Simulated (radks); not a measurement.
The numbers below are computed, except where a source is named.
Question: Successive ionisation energies (eV) of one element, from differences of total energies of ions in their ground configurations, starting at charge 8: 207.74, 242.35, 278.69, 316.71, 356.34, 473.56, 512.85. Level of theory: scalar-relativistic Kohn-Sham, PBEsol, spin-unpolarised, spherical densities, finite nucleus; Fermi nuclear charge, rms radius 3.9973 fm (a radial shooting solver on a logarithmic mesh with Libxc functionals). Which element is it?

Answer: Gallium (Z = 31). The first species listed is Ga8+ in [Ar] 3d5, the last Ga14+ in [Ne] 3s2 3p5.
